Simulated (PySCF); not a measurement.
# How methods differ on the ionisation energy of Tb⁶³⁺

Tb⁶³⁺ 1s2 (1S) → Tb⁶⁴⁺ 1s1 (2S), as a difference of total energies. Calculation: PySCF 2.14, in an uncontracted even-tempered set (17 s from 170 bohr⁻², ratio 2.2; 7 p from 250 bohr⁻², ratio 2.4; 4 d from 750 bohr⁻², ratio 2.4; 3 f from 1100 bohr⁻², ratio 2.4; 3 g from 1700 bohr⁻², ratio 2.4); the spin-free X2C one-electron Hamiltonian (Gaussian nucleus). Correlated levels: nothing frozen; virtual orbitals above 40 to 60 times the deepest correlated orbital energy dropped. The calculations carry no spin-orbit coupling.

```tsv
method	ionisation energy (eV)
UHF	59869.7
MP2 (all electrons)	59871.5
SCS-MP2 (all electrons)	59871.9
CCSD (all electrons)	59871.5
```

For this ion Breit and QED terms and the two-electron picture change, all absent here, outweigh the differences among the correlated methods.

With two correlated electrons CCSD is exact in that space.

For comparison: 59741.12 ± 0.09 eV (theoretical estimate listed by NIST; NIST Atomic Spectra Database, ionization energies).
